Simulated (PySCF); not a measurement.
A structure optimised at B3LYP-D3(BJ)/def2-SVP, used in a PySCF frequency run:

```xyz
3

Zn     0.0000     0.0000     0.0000
I      0.0000     0.0000    -2.4407
I      0.0000     0.0000     2.4407
```
Charge 0, spin multiplicity 1.

Question: Write its SMILES, formula and point group.

Answer: [I][Zn][I], I2Zn, D∞h

Question: What are its rotational constants (standard atomic weights)?

Answer: 0.33425 GHz (linear rotor, B only)
